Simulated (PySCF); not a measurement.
Vertical excitations of a molecule C3H9BO2 from TDA-PBE/def2-SVPD (PySCF), as energy in eV (oscillator strength): 5.65 (0.021), 5.77 (0.000), 6.14 (0.000), 6.24 (0.018), 6.28 (0.005), 6.71 (0.001), 6.83 (0.004), 7.14 (0.000), 7.14 (0.010), 7.18 (0.003). Lowest triplet (TDA): 5.41 eV. The structure is a stationary point at B3LYP-D3(BJ)/def2-SVP. The values are those of a single conformer.

Question: Pick the molecule that these values belong to.
(A) CC(C)B(O)O
(B) CCB(O)CO
(C) COB(C)CO
(D) CB(O)CCO

Answer: C, COB(C)CO
